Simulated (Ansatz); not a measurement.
`C=C[SiH](F)O[SiH3]` and `C=C[SiH](F)[GeH3]` differ in one atom or group.

Ansatz, PBE0-D4/def2-TZVP geometries, multiplicity 1. Each molecule was computed in one conformer, which needn't be the lowest.

Scalar relativity is left out up to krypton.

```tsv
property	`C=C[SiH](F)O[SiH3]`
size of the dipole moment (PBE/def2-TZVPP) / D	1.49
size of the dipole moment (ωB97M-V/def2-TZVPP) / D	1.55
LUMO energy (B3LYP/def2-TZVPP) / eV	-1.03
LUMO energy (PBE0/def2-TZVPP) / eV	-0.81
size of the dipole moment (B3LYP/def2-TZVPP) / D	1.55
LUMO energy (PBE/def2-TZVPP) / eV	-1.82
```

Problem. Give the same properties after the change, and the shifts. (Estimate.)

Solution. The calculation gave: 
```csv
property,`C=C[SiH](F)[GeH3]`,shift
size of the dipole moment (PBE/def2-TZVPP) / D,1.73,0.24
size of the dipole moment (ωB97M-V/def2-TZVPP) / D,1.81,0.26
LUMO energy (B3LYP/def2-TZVPP) / eV,-1.29,-0.26
LUMO energy (PBE0/def2-TZVPP) / eV,-1.09,-0.28
size of the dipole moment (B3LYP/def2-TZVPP) / D,1.81,0.26
LUMO energy (PBE/def2-TZVPP) / eV,-2.04,-0.22
```

With PBE0 the HOMO rises by 0.47 eV and the LUMO falls by 0.28 eV, so the gap narrows by about 0.75 eV. PBE moves the HOMO by 0.46 eV and ωB97M-V by 0.69 eV. The zero-point energy changes by -18.8 kJ/mol with -3 modes. Dipoles are sizes alone; their direction can turn.

B3LYP here is the variant with VWN-RPA as its local correlation; programs differ in this.
